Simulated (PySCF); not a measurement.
A calculated (LDA, PySCF 2.14, x2c-QZVPPall with one added diffuse shell each of s, p, d, f type, the spin-free X2C one-electron Hamiltonian (Gaussian nucleus)) atom or ion has these occupied shells.

```tsv
shell	electrons	orbital energy (eV)	rms radius, mean of both spins (bohr)
1s α	1	-679.99	0.206
1s β	1	-678.07	0.206
2s α	1	-48.607	1.07
2s β	1	-44.590	1.07
2p α	3	-30.013	1.11
2p β	1	-26.174	1.11
```

Question: Name the element and its charge.

Answer: F+ (fluorine, charge +1), in [He] 2s2 2p4, high-spin 3P determinant.
